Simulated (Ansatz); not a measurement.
```yaml
crystal:
  periodic: [false, false, false]
  atoms:
    - {symbol: Xx, position_ang: [0.311231, 1.623835, -0.333909]}
    - {symbol: Si, position_ang: [0.830815, -0.236571, 0.348843]}
    - {symbol: B, position_ang: [-0.316137, -0.727803, 1.795760]}
    - {symbol: C, position_ang: [1.401620, -1.418892, -0.989836]}
    - {symbol: Si, position_ang: [-1.417033, 0.394125, 0.111072]}
    - {symbol: H, position_ang: [0.529508, 2.457767, 0.500744]}
    - {symbol: H, position_ang: [0.711847, 1.794978, -1.451512]}
    - {symbol: H, position_ang: [-0.628214, 0.160702, 2.543961]}
    - {symbol: H, position_ang: [-0.604268, -1.852783, 2.085712]}
    - {symbol: H, position_ang: [0.769379, -1.338242, -1.877350]}
    - {symbol: H, position_ang: [1.398912, -2.450179, -0.633526]}
    - {symbol: H, position_ang: [2.419479, -1.157567, -1.293555]}
    - {symbol: H, position_ang: [-2.484709, 1.026103, 0.915758]}
    - {symbol: H, position_ang: [-0.957898, 1.863085, -0.562737]}
    - {symbol: H, position_ang: [-1.986533, -0.189358, -1.129927]}
basis:
  gaussian: {orbitals: def2-TZVPP}
total_charge: 1
magnetization: {spin_polarized: true, initial_magnetization: 1}
hamiltonian: {xc: {name: B97}}
scf: {lower_state_search: off}
```

```sh
$ ansatz run in.yaml --threads 4 --pin off --events-out ev --progress --plain --max-ram 10444MiB
```

Shortened log:

```
Error: YAML parse error: error: line 4 column 16: `Xx` is not an element symbol (H … Og, case-exact)
 --> <input>:4:16
2 |   periodic: [false, false, false]
3 |   atoms:
4 |     - {symbol: Xx, position_ang: [0.311231, 1.623835, -0.333909]}
5 |     - {symbol: Si, position_ang: [0.830815, -0.236571, 0.348843]}
6 |     - {symbol: B, position_ang: [-0.316137, -0.727803, 1.795760]}
```

In this input an element symbol is wrong. The program refused the input.
